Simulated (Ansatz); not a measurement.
`C[Se][Al]([F])[Cl]` + NH₃ → `[NH2][Al]([F])[Cl]` + `C[SeH]` at 298.15 K and 1 bar (ligand exchange at the Al–Se bond).

Program: Ansatz. Geometries: PBE0-D4/def2-TZVP. ΔE: electronic, gas phase. CBS: MP2 limit from def2 TZ/QZ plus the TZ coupled-cluster correction, frozen cores. This one scheme is used for every species. For Se outer-core shells are correlated without core-valence functions, which leaves a few kJ/mol of doubt a bond. Scalar relativity is left out up to krypton. Each species was taken in one conformer, which may not be the lowest.

```tsv
species	CCSD(T)/CBS energy (Eh)	H − E (kJ/mol)	S (J/(mol·K))
`C[Se][Al]([F])[Cl]`	-3242.34628	135.2	387.9
NH₃	-56.50880	100.5	192.4
`[NH2][Al]([F])[Cl]`	-857.68991	96.2	316.8
`C[SeH]`	-2441.15625	129.5	267.5
```

H − E and S are ideal-gas, rigid-rotor, harmonic terms from PBE0-D4/def2-TZVP, for one conformer and one mirror image of each species. 1 Eh = 2625.50 kJ/mol, R = 8.31446 J/(mol·K).

Q: By hand: ΔE, ΔH, ΔS and ΔG.

A: ΔE = (-857.68991) + (-2441.15625) − (-3242.34628) − (-56.50880) = 0.00892 Eh = 23.4 kJ/mol. Δ(H − E) = 96.2 + 129.5 − 135.2 − 100.5 = -10.0, so ΔH = 13.4 kJ/mol. ΔS = 316.8 + 267.5 − 387.9 − 192.4 = 4.0 J/(mol·K). ΔG = 13.4 − 298.15 × (4.0)/1000 = 12.2 kJ/mol.

Q: By hand: the equilibrium constant, and the temperature at which ΔG would vanish if ΔH and ΔS stayed fixed.

A: log₁₀ K = −ΔG/(RT ln 10) = -2.1. ΔG = 0 at ΔH/ΔS = 3350 K, far beyond where these terms or the molecules hold.

The number of gas molecules stays the same, so ΔS is small and ΔH decides. A doubt of 5 kJ/mol in ΔE shifts log₁₀ K by 0.9 here. Other conformers and mirror images would add mixing entropy, several J/(mol·K) or more a flexible species. Modes under 60 cm⁻¹, often nearly free rotors, make the harmonic entropy too high. These are equilibria of isolated gas molecules and say nothing of rates. Largest T1 diagnostic: 0.010 (customary marks: 0.02 for closed shells, 0.045 for open ones).
